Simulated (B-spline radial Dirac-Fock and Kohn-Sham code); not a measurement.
# Dipole and non-dipole photoemission parameters of Pd 3p1/2

System: the Pd atom, configuration 1s2 2s2 2p6 3s2 3p6 3d10 4s2 4p6 4d10; threshold 559.9 eV (tabulated edge). Level of theory: Dirac-Hartree-Slater photoionisation with a Latter tail; cross sections with all multipoles, angular parameters from the dipole term and its interference with E2; an atomic code on a B-spline grid.

For linearly polarised light dσ/dΩ = σ/(4π) [1 + β P₂(cos θ) + (δ + γ cos²θ) sin θ cos φ], with θ from the polarisation vector and φ the angle between the beam and the projection of the electron momentum on the plane normal to the polarisation.

```tsv
hν (eV)	σ (kb)	β	γ	δ
572	150	-0.232	-0.158	0.025
717	142	1.010	0.290	0.084
743	?	?	?	?
762	134	1.143	0.311	0.060
800	128	1.224	0.296	0.046
983	100	1.440	0.151	0.014
1486.9	52.8	1.593	-0.022	0.001
2000	30.4	1.610	0.028	0.002
2470	19.8	1.596	0.129	0.005
2510	19.1	1.594	0.139	0.005
4000	6.65	1.514	0.497	0.018
4950	3.94	1.461	0.697	0.028
6000	2.41	1.406	0.889	0.039
7290	1.44	1.344	1.092	0.055
7460	1.35	1.337	1.117	0.057
7670	1.25	1.327	1.146	0.060
11000	0.454	1.196	1.523	0.103
13900	0.229	1.103	1.762	0.140
```

Q: Give the values at 743 eV.

A: σ = 137 kb, β = 1.093, γ = 0.309, δ = 0.069.

Values without a named source are computed, but for edge energies of neutral atoms, which are taken from tables.
